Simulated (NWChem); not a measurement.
Species: C₃H₇BO; SMILES OB(C=C)C

```xyz
12

B      0.0430    -0.4542    -0.0022
C     -0.7600    -1.8209     0.0041
H     -1.4193    -1.8842    -0.8731
H     -1.4235    -1.8741     0.8788
H     -0.1317    -2.7216     0.0107
C     -0.6926     0.9272    -0.0076
C     -0.0509     2.1050     0.0057
H     -1.7849     0.9468    -0.0203
H     -0.5712     3.0621     0.0039
H      1.0363     2.1507     0.0192
O      1.4132    -0.4209    -0.0030
H      1.7947    -1.3104     0.0024
```
Atoms are numbered in this order, from 1.

Results from NWChem. The geometry was optimised at B3LYP/6-31G* (spherical d). B3LYP is NWChem's, with the RPA form of VWN correlation.

Order these by “orbital gap (eV)”, lowest first: Hartree-Fock/def2-TZVP; PBE/def2-TZVP; TPSSh/def2-TZVP.

PBE/def2-TZVP (4.72), TPSSh/def2-TZVP (5.71), Hartree-Fock/def2-TZVP (12.90)
